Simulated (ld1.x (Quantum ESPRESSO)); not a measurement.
**Before and after: RRKJ potential for gallium (Ga)**

ld1.x (Quantum ESPRESSO) 7.5 input, shortened:

```
&input
   title='Ga', zed=31., rel=2, dft='PZ', iswitch=3,
   config='[Ar] 3d10 4s2 4p0', rel_dist='average'
 /
 &inputp
   pseudotype=2, tm=.false., rho0=0.01, lloc=0,
   nlcc=.true., new_core_ps=.true.
 /
3
4P  2  1   0.00   0.00  2.55  2.55  0.0
3D  3  2  10.00   0.00  0.60  0.60  0.0
4S  1  0   2.00   0.00  1.35  1.35  0.0
 &test
   configts(1)='3d10 4s2 4p0'
 /
```

Open shells are filled in proportion to 2j + 1 (rel_dist='average').

Change: all radii but the core radius scaled by about 1.21 (s 1.64, p 3.08, d 0.72 bohr).

Cutoffs: the cutoffs (Ry, on a coarse ladder) from which the occupation-weighted sum of valence levels, in a spherical-Bessel basis at the reference potential, stays within 10 and 1 mRy of its value at 400 Ry; they do not see the model core or the augmentation charge, which bear on the density cutoff. Errors are all-electron minus pseudo energies relative to the spin-unpolarised reference configuration.

Question: How do hardness, ghosts and transferability respond?

Answer: Both files keep a bound ghost (p); the number of tests with a reliable result goes from 7 to 6; of the 6 tests that both files solve, the error grows in 2 and shrinks in 3 by more than 15 % and 0.3 meV (median size 3.0 → 1.1 meV).

| quantity | base | changed |
| --- | --- | --- |
| cutoff, loose | over 300 Ry | over 300 Ry |
| cutoff, tight | over 300 Ry | over 300 Ry |
| loose cutoff by channel (10 mRy a level) | d over 300 Ry, s 40 Ry | d 300 Ry, s 12 Ry |
| bound ghosts | p1/2 | p1/2 |
| tests with a reliable result | 7 of 7 | 6 of 7 |
| error for 3d10 4s2 4p1, meV [ΔE -5.89 eV] | -1.0 | -0.2 |
| error for 3d10 4s1 4p0, meV [ΔE 21.50 eV] | -2.9 | -8.4 |
| error for 3d10 4s0 4p0, meV [ΔE 53.10 eV] | -35 | -57 |
| error for 3d10 4s1 4p1, meV [ΔE 7.45 eV] | -3.1 | -0.4 |
| error for 3d10 4s0 4p3, meV [ΔE 7.65 eV] | -15 | +1.7 |
| error for 3d10 4s2 4p0.5, meV [ΔE -3.77 eV] | -0.3 | -0.3 |

 A true bound ghost makes a file unfit for plane-wave use even where its test errors are small: the radial tests pick states by their node count and pass the ghost by.
